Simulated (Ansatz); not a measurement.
CH3 (SMILES [CH3]), doublet, at a GFN2-xTB geometry; Ansatz (a first-principles code) with B3LYP5/STO-3G.

Input for Ansatz:
Ansatz 0.2 input:
```yaml
crystal:
  periodic: [false, false, false]
  atoms:
    - {symbol: C, position_ang: [0.00000000, -0.00000000, 0.00000000]}
    - {symbol: H, position_ang: [-0.02827582, 1.06704109, -0.00728260]}
    - {symbol: H, position_ang: [0.93823542, -0.50900640, 0.00748446]}
    - {symbol: H, position_ang: [-0.90995960, -0.55803469, -0.00020186]}
basis:
  gaussian:
    orbitals: STO-3G
hamiltonian:
  xc: b3lyp5
magnetization: {spin_polarized: true, initial_magnetization: 1}
```

It wrote (shortened):

```
Functional definition: B3LYP5
100 factors; integrals over basis functions are off by at most 6.7e-6 eV
mean field evaluation 1: about -1069.6620 eV, gradient 2.5e0 eV
mean field evaluation 2: about -1069.7106 eV, gradient 1.0e0 eV
mean field evaluation 4: about -1069.7191 eV, gradient 5.3e-2 eV
mean field evaluation 8: about -1069.6927 eV, gradient 1.6e-4 eV
mean field -1069.69266557 eV, -39.3104803960 hartree, gradient 1.6e-5 eV, S^2 0.754105; 0 other end points of the search recorded, 0 dependent functions left out
reference -1069.69277921 eV, -39.3104845721 hartree; 5, 4 occupied and 3, 4 virtual orbitals, 100 factors
Total energy: -1069.69277921 eV, -39.3104845721 hartree
```
